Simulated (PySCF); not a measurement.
SMILES [SiH2]([SiH3])[SeH] (H6SeSi2) (CAM-B3LYP/def2-SVP optimised geometry):

```
9

Si     1.305    -0.565     0.000
Si    -1.038    -0.565     0.000
Se    -1.840     1.588     0.000
H      1.794     0.182     1.193
H      1.840    -1.955     0.052
H      1.804     0.107    -1.231
H     -1.576    -1.154    -1.256
H     -1.572    -1.340     1.155
H     -1.126     1.955     1.231
```

Level of theory: PySCF 2.14.0 with CAM-B3LYP/def2-TZVP.

What are the frontier orbital energies and the dipole moment?

HOMO-2 -10.57 eV, HOMO-1 -9.77 eV, HOMO -8.23 eV, LUMO 0.48 eV, LUMO+1 0.86 eV; dipole moment 0.98 D.

Meta-Löwdin charges at CAM-B3LYP/def2-TZVP: Si1 0.25, Si2 0.32, Se3 -0.23, H4 -0.08, H5 -0.08, H6 -0.08, H7 -0.08, H8 -0.09, H9 0.06.
